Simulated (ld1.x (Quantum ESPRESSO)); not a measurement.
# Ranking TM potentials for technetium (Tc)

All share these settings but for the change named:

```json
{"Element": "technetium", "Generator": "ld1.x (Quantum ESPRESSO) 7.5", "Type": "norm-conserving Troullier–Martins (Kleinman–Bylander form)", "Functional": "LDA (PZ)", "Relativity": "scalar-relativistic", "Frozen core": "[Kr]", "Valence charge": "7", "Reference configuration": "4d5 5s2 5p0", "Partial waves": "5p (bound, empty): rc 2.95 bohr; 4d (bound): rc 2.15 bohr; 5s (bound): rc 2.95 bohr", "Local potential": "the s channel", "Core correction": "Bessel-smoothed model core inside 2.25 bohr"}
```

Cutoff: the first of the cutoffs (Ry, on a coarse ladder) from which the occupation-weighted sum of valence levels, in a spherical-Bessel basis at the reference potential, stays within 10 and 1 mRy of its value at 400 Ry; the density cutoff is not measured.

The base gives 40 Ry.

Of 6 variants that were run, those that failed, showed a ghost or another fault, or gave nearly equal values are left out.

A variant can come out equal or close to the base.

**Question.** Rank these variants from softest to hardest (loose cutoff).
A. all radii but the core radius scaled by about 1.40 (s 4.12, p 4.12, d 3.00 bohr)
B. all radii but the core radius scaled by about 1.19 (s 3.52, p 3.52, d 2.56 bohr)
C. all radii but the core radius scaled by about 1.05 (s 3.10, p 3.10, d 2.26 bohr)

**Answer.** A (30 Ry), B (35 Ry), C (40 Ry).
